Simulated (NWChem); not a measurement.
# BeHSeF; SMILES [F][Be][SeH]

```xyz
4

Be    -0.0092     1.2346     0.0000
F     -0.0186     2.6097     0.0000
Se    -0.0365    -0.8110     0.0000
H      1.4463    -0.8504     0.0000
```
Atoms are numbered in this order, from 1.

All runs: NWChem. Pople sets run with spherical d functions. All runs use the structure optimised with B3LYP/6-31G* (spherical d). Ions are spin-unrestricted doublets at the neutral geometry; other ion states weren't tried. Functional: LC-ωPBE (HJS hole) with 6-31G*; rows give the range parameter ω in 1/bohr.

```csv
range parameter (1/bohr),"vertical ionisation energy, ΔSCF (eV)",−ε(HOMO) (eV),ΔSCF minus −ε(HOMO) (eV)
0.10,[?],[?],[?]
0.25,9.80,9.12,0.68
0.35,9.82,9.73,0.09
0.40,9.84,9.96,-0.12
0.50,9.86,10.28,-0.42
```

**Question.** What belongs in the gaps?

**Answer.** 
- 0.10, vertical ionisation energy, ΔSCF (eV): 9.77
- 0.10, −ε(HOMO) (eV): 7.58
- 0.10, ΔSCF minus −ε(HOMO) (eV): 2.19
